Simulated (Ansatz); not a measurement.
Basis sets compared for Zn6O5. Total charge 0; singlet. Geometry r2SCAN-D4/def2-SVP. Ansatz on 4 threads of Arm Neoverse N1 on a shared host; times are rough, and most runs start from earlier orbitals.

```
atom    x (Å)    y (Å)    z (Å)
 Zn1   2.0174   0.1527  -1.4906
 Zn2   2.4703  -0.8635   1.2192
 Zn3  -0.8377   0.8676  -2.0673
 Zn4  -2.0422   0.0798   0.7918
 Zn5  -0.0357  -0.9158   2.6264
 Zn6  -3.2989   1.4792  -2.4081
  O7  -1.7494  -0.5437   2.4144
  O8   3.1998  -0.4526  -0.3291
  O9  -2.2507   0.7021  -0.8632
 O10   0.8386   0.7543  -2.6466
 O11   1.6884  -1.2599   2.7531
```

Another isomer (singlet) lies 0.54 eV lower at PBE0-D4/def2-TZVP; other spin states weren't run for this one.

Binding counts from free atoms (Zn singlet, O triplet) in the same basis, without a counterpoise term.

```json
{"level": "PBE-D4/def2-SVP", "functions": "256", "energy (Eh)": "-11048.8298", "HOMO (eV)": "-4.85", "LUMO (eV)": "-2.86", "binding per atom (eV)": "2.80", "wall time": "11 s"}
{"level": "PBE0-D4/def2-SVP", "functions": "256", "energy (Eh)": "-11048.9477", "HOMO (eV)": "-5.50", "LUMO (eV)": "-2.17", "binding per atom (eV)": "2.57", "wall time": "26 s"}
```

Problem. Estimate the rows for PBE-D4/def2-TZVP (with forces), PBE0-D4/def2-TZVP.

Solution. 
```csv
level,functions,energy (Eh),HOMO (eV),LUMO (eV),binding per atom (eV),wall time
PBE-D4/def2-TZVP (with forces),443,-11050.9023,-5.32,-3.26,2.66,32 s
PBE0-D4/def2-TZVP,443,-11050.9618,-5.90,-2.52,2.48,86 s
```
